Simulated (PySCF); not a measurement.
# Electron correlation in Si+ (silicon, charge +1)

[Ne] 3s2 3p1, 2P determinant. Calculation: PySCF 2.14, in aug-cc-pV(D+d)Z; no relativity, point nucleus. Frozen: [Ne]; 3 electrons correlated.

MP2 pair energies summed by pair of shells (mhartree):

| pair | energy | share (%) |
| --- | --- | --- |
| 3s-3s | -20.57 | 57.9 |
| 3s-3p | -14.96 | 42.1 |

Total MP2 correlation energy: -35.53 mhartree.

Same-spin part -2.28 and opposite-spin part -33.25 mhartree; SCS-MP2 scales them by 1/3 and 6/5 to -40.66 mhartree.

| level | correlation energy (mhartree) |
| --- | --- |
| CCSD | -54.49 |
| (T) | -0.72 |
| CCSD(T) | -55.21 |

Diagnostics: T1 = 0.013, D1 = 0.0318, largest double amplitude 0.107.

Task: Is a single reference adequate?

Result: Mostly. T1 lies below 0.03, but a double amplitude of this size points to a near-degeneracy that CCSD handles and MP2 describes poorly.
